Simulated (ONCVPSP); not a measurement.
An all-electron radial function and its pseudo partner (hafnium (Hf))

Columns: radius, all-electron u(r) and pseudo u(r) of the 5d shell (level -3.19 eV) of hafnium in the configuration [Kr] 4d10 4f14 5s2 5p6 5d2 6s1.75 6p0.25; LDA (Perdew-Zunger), scalar-relativistic, ONCV scheme, ONCVPSP 4.0.1.

| r (bohr) | all-electron | pseudo |
| --- | --- | --- |
| 0.128 | 0.1769 | 0.0020 |
| 0.255 | -0.0897 | 0.0151 |
| 0.382 | -0.2702 | 0.0475 |
| 0.510 | -0.2122 | 0.1032 |
| 0.638 | -0.0422 | 0.1797 |
| 0.765 | 0.1432 | 0.2695 |
| 0.893 | 0.3067 | 0.3645 |
| 1.020 | 0.4341 | 0.4538 |
| 1.148 | 0.5281 | 0.5310 |
| 1.275 | 0.5920 | 0.5903 |
| 1.402 | 0.6326 | 0.6312 |
| 1.530 | 0.6552 | 0.6550 |
| 1.658 | 0.6638 | 0.6644 |
| 1.785 | 0.6622 | 0.6628 |
| 1.912 | 0.6532 | 0.6535 |
| 2.040 | 0.6387 | 0.6388 |
| 2.168 | 0.6205 | 0.6205 |
| 2.295 | 0.6000 | 0.6000 |
| 2.422 | 0.5779 | 0.5779 |
| 2.550 | 0.5548 | 0.5548 |
| 2.678 | 0.5312 | 0.5312 |
| 2.805 | 0.5078 | 0.5077 |
| 2.932 | 0.4845 | 0.4845 |
| 3.060 | 0.4615 | 0.4615 |
| 3.188 | 0.4390 | 0.4390 |
| 3.315 | 0.4174 | 0.4173 |

Question: How many radial nodes do the two functions have?

Answer: The all-electron 5d function has n − l − 1 = 2; the pseudo-wave has 0, since the states of the same l below it are removed with the core.

Question: At about which radius was the pseudo-wave matched?

Answer: 2.40 bohr. The columns agree to 0.0005 from 1.91 bohr on; several derivatives are matched, so the curves merge somewhat inside the radius.

Question: Is the pseudo-wave norm-conserving?

Answer: Yes: the ONCV scheme keeps the norm inside the radius equal to the all-electron one, which fixes the energy derivative of the logarithmic derivative at the level.
